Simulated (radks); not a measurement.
Q: The table gives one normalised radial function P(r) = r R(r) of I21+ in [Ar] 3d10 4s2 4p2 (r in bohr). Calculated with a radial shooting solver on a logarithmic mesh with Libxc functionals: scalar-relativistic Kohn-Sham, LB94 model potential, spin-polarised, spherical densities, finite nucleus; open shells are filled with parallel spins first (spin-orbit coupling, left out, can overturn this in heavy ions); Fermi nuclear charge, rms radius 4.75 fm.

r,P
0.003256,0.0001
0.004705,0.0003
0.006853,0.0009
0.009901,0.0026
0.01431,0.0070
0.02067,0.0186
0.0301,0.0480
0.04349,0.1138
0.06284,0.2462
0.0908,0.4672
0.1322,0.7339
0.1911,0.8276
0.2761,0.4456
0.3989,-0.4654
0.5763,-1.2764
0.8394,-1.1654
1.213,-0.4404
1.752,-0.0539

Which n and l does it have? It may be an empty orbital.

A: n = 4, l = 2: the number of nodes gives n - l - 1 = 1, the rise at small r (about r^(l+1), flatter next to the nucleus through relativity) gives l, and the extent must fit the shell. The curve is that of 4d up; the table hardly tells the two spins apart. 4d up (empty): eigenvalue -555.84 eV, 1 radial node at r = 0.336 bohr, <r> = 0.699 bohr, 90 % of the charge inside 1.02 bohr.
